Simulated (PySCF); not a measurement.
mer-MoCl3(H2O)3 (quartet state).
Bonds: Mo1–Cl2, Mo1–Cl3, Mo1–Cl4, Mo1–O5, Mo1–O8, Mo1–O11. Hydrogens: H6, H7 on O5; H9, H10 on O8; H12, H13 on O11.

Level of theory: PBE0-D3(BJ)/def2-SVP geometry optimisation, gas phase, def2 core potentials past Kr (PySCF).

How far are the bound atoms from Mo1?

6 atoms: O8 2.176 Å, O11 2.185 Å, O5 2.211 Å, Cl4 2.363 Å, Cl2 2.402 Å, Cl3 2.430 Å. The nearest atom not counted as bound is H13, at 2.52 Å (others tie with it).

List the angles at Mo1.

```
      angle  degrees  distance of the outer atoms (Å)
 Cl4–Mo1–O5    177.8                             4.57
 O8–Mo1–O11    175.6                             4.36
Cl2–Mo1–Cl3    164.6                             4.79
 Cl3–Mo1–O8    102.4                             3.59
Cl2–Mo1–O11     98.3                             3.47
Cl3–Mo1–Cl4     98.0                             3.62
Cl2–Mo1–Cl4     97.1                             3.57
 O5–Mo1–O11     92.9                             3.19
  O5–Mo1–O8     91.4                             3.14
Cl4–Mo1–O11     88.3                             3.17
 Cl4–Mo1–O8     87.4                             3.14
 Cl2–Mo1–O5     84.6                             3.11
 Cl2–Mo1–O8     81.4                             2.99
 Cl3–Mo1–O5     80.4                             3.00
Cl3–Mo1–O11     79.0                             2.94
```

What is the shape at Mo1?

Distorted octahedral: the three widest angles are 177.8°, 175.6° and 164.6°, the others run from 79.0° to 102.4°. The Mo–Cl distances aren't all alike: 2.363 to 2.430 Å. The Mo–O distances aren't all alike: 2.176 to 2.211 Å.

What are the other bond lengths?

O5–H6, O5–H7 0.968 Å; O8–H9 and 3 like bonds 0.975 Å.

What are the rotational constants (commonest isotopes, rigid rotor)?

A = 1105, B = 871.8, C = 712.8 MHz: an asymmetric top.

Charge 0, quartet. ⟨S²⟩ = 3.762 (exact for a quartet: 3.75). Whether it is a minimum is left open (no frequencies).

Caution for open-shell metal species: one SCF solution and one stationary point were followed, and a lower state or a bent or distorted shape isn't ruled out.
